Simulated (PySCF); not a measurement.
Compound: C2H5BrSi.
InChI=1S/C2H5BrSi/c3-4-1-2-4/h4H,1-2H2

A linear-response calculation (PySCF, def2-SVPD basis, gas phase, vertical, core orbitals frozen in the response) gave these numbers; the functional is withheld.

Orbital energies (eV): HOMO-3 -11.16, HOMO-2 -11.05, HOMO-1 -10.22, HOMO -8.88, LUMO 1.39, LUMO+1 1.97, LUMO+2 2.22.

```json
{"state": "S1", "E (eV)": "5.68", "f": "0.0016", "main configurations (H = HOMO, L = LUMO)": "H→L (90%)"}
{"state": "S2", "E (eV)": "6.65", "f": "0.103", "main configurations (H = HOMO, L = LUMO)": "H→L+1 (77%), H-1→L (19%)"}
{"state": "S3", "E (eV)": "6.93", "f": "0.0064", "main configurations (H = HOMO, L = LUMO)": "H→L+2 (73%), H→L+4 (14%)"}
{"state": "S4", "E (eV)": "6.97", "f": "0.127", "main configurations (H = HOMO, L = LUMO)": "H-1→L (70%), H→L+1 (18%)"}
{"state": "S5", "E (eV)": "7.03", "f": "0.0034", "main configurations (H = HOMO, L = LUMO)": "H→L+3 (68%), H→L+7 (20%)"}
{"state": "S6", "E (eV)": "7.46", "f": "0.0005", "main configurations (H = HOMO, L = LUMO)": "H→L+4 (38%), H→L+6 (30%), H-1→L+1 (15%)"}
```

Triplets (Tamm–Dancoff): T1 5.19 eV, H→L (87%); T2 5.47 eV, H→L+1 (86%); T3 6.45 eV, H-1→L (85%); T4 6.54 eV, H→L+3 (53%), H→L+7 (30%).

Vertical ionisation energy by ΔSCF with the same functional: 9.14 eV. Mean static polarisability: 71.1 au.

**Question.** Name the functional.
A. B3LYP
B. HF
C. wB97X-D
D. PBE

**Answer.** C. wB97X-D is range-separated, 22% exact exchange at short range and 100% at long range (ω = 0.2 bohr⁻¹). In this run −ε(HOMO) = 8.88 eV differs from the ΔSCF value by -0.26 eV, and S1 differs from the orbital gap of 10.27 eV by -4.58 eV. The ratio −ε(HOMO)/IP is 0.97. Small neutral molecules mostly give 0.89 to 0.99 with wB97X-D, 0.5 to 0.7 with PBE, 0.67 to 0.83 with B3LYP; with Hartree–Fock the ratio is 1 or more (Koopmans' value less the relaxation energy is the ΔSCF value). The other options: PBE, a GGA without exact exchange; HF, time-dependent Hartree–Fock, 100% exact exchange; B3LYP, a global hybrid with 20% exact exchange.

Method: TDDFT wB97X-D/def2-SVPD, vertical, gas phase, core orbitals frozen in the response (PySCF). Geometry: PBE0-D3(BJ)/def2-SVP; no solvent, vibrations or thermal averaging. The wB97X-D/def2-SVPD calculation is non-relativistic and has no spin–orbit coupling, an omission that weighs most on bromine.
